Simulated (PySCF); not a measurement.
Electric field gradients and quadrupole coupling constants

Compound: C₅H₁₀BF₂NO.
Cartesian coordinates in Å at the PBE0-D3(BJ)/def2-SVP level; atoms count from 1:
```xyz
20
C5H10BF2NO angstrom
C     -2.7000   -0.2327   -0.9294
N     -1.5130    0.1799   -0.2223
C     -1.6926    1.2370    0.7367
C     -0.3278   -0.4447   -0.5017
O     -0.2466   -1.3251   -1.3399
C      0.9038    0.0095    0.2717
C      2.1237   -0.8332   -0.0584
B      3.4784   -0.2937    0.4885
F      4.5790   -1.0272    0.4784
F      3.6054    0.9355    0.9687
H     -2.4272   -1.0382   -1.6206
H     -3.4691   -0.5979   -0.2268
H     -3.1299    0.6083   -1.5007
H     -2.1371    2.1262    0.2560
H     -0.7419    1.5419    1.1852
H     -2.3715    0.9264    1.5513
H      1.0973    1.0710    0.0407
H      0.6952   -0.0222    1.3538
H      2.2220   -0.9200   -1.1564
H      1.9834   -1.8788    0.2614
```

Field gradients from the PBE0/pcSseg-1 density (PySCF, non-relativistic), principal values in atomic units, ordered |Vxx| ≤ |Vyy| ≤ |Vzz|:

| atom | Vxx | Vyy | Vzz |
| --- | --- | --- | --- |
| N2 | 0.4956 | 0.5698 | -1.0654 |
| O5 | 0.7484 | 0.8374 | -1.5858 |
| B8 | -0.0610 | -0.3206 | 0.3816 |

**Question.** Find the asymmetry η = (Vxx − Vyy)/Vzz and the couplings χ = eQV/h (234.96 MHz × Q in barn × V in au), with Q(14N) = 0.02044 b, Q(17O) = −0.0256 b, Q(11B) = 0.04059 b.

**Answer.** 
```json
{"atom": "N2", "environment": "amide nitrogen", "nucleus": "14N", "η": "0.07", "χzz (MHz)": "-5.12", "χxx (MHz)": "2.38", "χyy (MHz)": "2.74"}
{"atom": "O5", "environment": "amide oxygen", "nucleus": "17O", "η": "0.06", "χzz (MHz)": "9.54", "χxx (MHz)": "-4.50", "χyy (MHz)": "-5.04"}
{"atom": "B8", "environment": "three-coordinate boron", "nucleus": "11B", "η": "0.68", "χzz (MHz)": "3.639", "χxx (MHz)": "-0.582", "χyy (MHz)": "-3.057"}
```

**Question.** What is Vzz at B8 in SI units (1 au = 9.71736 × 10²¹ V/m²)?

**Answer.** 0.3816 au = 3.708 × 10²¹ V/m².

**Question.** And the gradient at the other heavy atoms, for which no coupling is worked out here?

**Answer.** 
| atom | environment | Vzz (au) | η |
| --- | --- | --- | --- |
| C1 | N-methyl carbon | 0.294 | 0.42 |
| C3 | N-methyl carbon | 0.263 | 0.14 |
| C4 | amide carbonyl carbon | 0.394 | 0.56 |
| C6 | sp3 carbon next to a carbonyl | 0.058 | 0.16 |
| C7 | sp3 carbon bound to boron | -0.127 | 0.63 |
| F9 | boron-bound fluorine | 1.364 | 0.76 |
| F10 | boron-bound fluorine | 1.338 | 0.80 |

**Question.** What couplings would deuterons (Q(2H) = 0.00286 b) have in place of the hydrogens, at this geometry?

**Answer.** 
```tsv
atom	bonded to	bond length (Å)	Vzz (au)	η	χzz (kHz)
H11	C1	1.096	0.2842	0.04	191
H12	C1	1.104	0.2820	0.07	190
H13	C1	1.104	0.2821	0.07	190
H14	C3	1.104	0.2787	0.06	187
H15	C3	1.095	0.2936	0.08	197
H16	C3	1.105	0.2779	0.06	187
H17	C6	1.103	0.2818	0.05	189
H18	C6	1.102	0.2842	0.05	191
H19	C7	1.106	0.2828	0.06	190
H20	C7	1.102	0.2891	0.06	194
```

Isolated species at its PBE0-D3(BJ)/def2-SVP geometry (one conformer only). The small basis limits the accuracy of the gradients.

The run behind these numbers computed NMR shieldings as well. On Arm Neoverse N1, one thread, no GPU, on a shared host, this took 69 s wall and 1.0 GiB of memory at its peak.
